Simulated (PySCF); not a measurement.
## SMILES C[O][GaH2], CH$_{5}$GaO: coupling constants with relativity

Geometry:
| atom | x (Å) | y (Å) | z (Å) |
| --- | --- | --- | --- |
| C1 | -1.207 | -0.139 | -0.167 |
| O2 | 0.034 | -0.759 | -0.030 |
| Ga3 | 1.598 | 0.068 | 0.198 |
| H4 | -1.176 | 0.957 | -0.004 |
| H5 | -1.927 | -0.562 | 0.557 |
| H6 | -1.622 | -0.311 | -1.177 |
| H7 | 2.807 | -0.906 | 0.311 |
| H8 | 1.547 | 1.633 | 0.260 |

Method: indirect couplings at PBE0/pcJ-1 (dyall-v2z on Ga), isolated molecule, finite nuclei, structure from PBE0-D3(BJ)/def2-SVP; PySCF integrals, density fitting.

Non-relativistic values:
```tsv
coupling	atoms	J (Hz)
1J(69Ga,17O)	Ga3 – O2	109.5
1J(69Ga,1H)	Ga3 – H7/H8	864.5
2J(69Ga,13C)	Ga3 – C1	-12.3
3J(69Ga,1H)	Ga3 – H4/H5/H6	21.3
```

**Question.** What do two-component X2C with spin–orbit coupling give?

**Answer.** 
```tsv
coupling	atoms	with spin–orbit (Hz)
1J(69Ga,17O)	Ga3 – O2	132.7
1J(69Ga,1H)	Ga3 – H7/H8	963.5
2J(69Ga,13C)	Ga3 – C1	-14.7
3J(69Ga,1H)	Ga3 – H4/H5/H6	24.4
```

The largest listed coupling, 1J(69Ga,1H), ends at 1.11 times its non-relativistic value. Equivalent partners are averaged, as under fast rotation. In the static structure 3J(69Ga,1H) spreads over 29.5, 27.1, 16.5 Hz. Couplings to strongly quadrupolar nuclei (69Ga) are seldom resolved in solution.
